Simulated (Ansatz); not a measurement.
Geometry optimisation, Ansatz 0.2.0, RKS PBE-D4/def2-SVP.

The input (input.yaml):

```yaml
crystal:
  periodic: [false, false, false]
  atoms:
    - { symbol: Zn, position_ang: [0.28292, -0.033856, 0.105392] }
    - { symbol: Cl, position_ang: [0.487818, 0.093608, 2.297867] }
    - { symbol: O, position_ang: [0.117123, 0.010133, -1.66717] }
    - { symbol: H, position_ang: [0.366531, -0.841981, -2.071284] }
    - { symbol: H, position_ang: [-2.364323, -0.414874, 0.821745] }
    - { symbol: H, position_ang: [-1.867468, -0.316631, 1.33975] }
basis:
  gaussian: { orbitals: def2-SVP }
hamiltonian:
  xc: pbe
  dispersion: d4
relax:
  f_tol: 0.03
  max_steps: 50
```

Run as:

```bash
$ ansatz run input.yaml --threads 2 --pin off --max-ram 3072MiB --backend cpu --events-out ev --progress --plain --runs-dir out
```

Question: Where does it end, and by what steps?

Answer: It converged. The force dipped under the threshold on the way, but the program's further checks kept it going. After 14 steps the energy has fallen by 0.157 eV; O3 moved furthest, 0.71 Å.

```tsv
step	energy less start (eV)	largest force component (eV/Å)	accepted
0	0.0000	1.369	yes
1	-0.1123	0.487	yes
2	-0.1212	0.164	yes
3	-0.1252	0.110	yes
4	-0.1275	0.375	yes
5	-0.1314	0.378	yes
6	-0.1368	0.351	yes
7	-0.1440	0.325	yes
8	-0.1455	0.369	yes
9	-0.1489	0.405	yes
10	-0.1565	0.021	yes
11	-0.0173	2.099	no
12	-0.1566	0.086	yes
13	-0.1570	0.054	yes
14	-0.1572	0.022	yes
```

```xyz
6
Properties=species:S:1:pos:R:3
Zn 0.285 -0.142 0.328
Cl 0.959 0.176 2.304
O -0.340 -0.408 -1.324
H 0.365 -0.486 -1.993
H -2.153 -0.384 0.375
H -2.093 -0.259 1.135
```

Whether the end is a true minimum wasn't checked by a vibrational analysis.

Time of the run: 14 s on 2 threads of Intel(R) Xeon(R) CPU @ 2.60GHz (Ice Lake), on a shared host, peak memory 0.16 GiB.
